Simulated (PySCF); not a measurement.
Two-component Hartree-Fock for V¹⁹⁺ (vanadium, charge +19)

Start: [He] 2s2. Calculated with PySCF 2.14 in an uncontracted even-tempered set (17 s from 1 bohr⁻², ratio 2.6; 11 p from 1.4 bohr⁻², ratio 2.6; 7 d from 1.4 bohr⁻², ratio 2.8; 4 f from 30 bohr⁻², ratio 2.8): generalised Hartree-Fock with the X2C-1e Hamiltonian and a Gaussian nucleus; spin-orbit coupling (SO) screened by Boettger's factors.

```csv
spinor shell,electrons,"ε, screened SO (eV)",weight of nominal j (screened SO),"rms radius, screened SO (bohr)"
1s1/2,2,-6620.3,1.000,0.0759
2s1/2,2,-1480.9,1.000,0.300
```

| quantity | screened SO |
| --- | --- |
| E (hartree) | -630.38589 |
| M_J | 0 |
| ⟨J²⟩ | 0.000 |
| ⟨L²⟩ | 0.000 |
| ⟨S²⟩ | 0.000 |
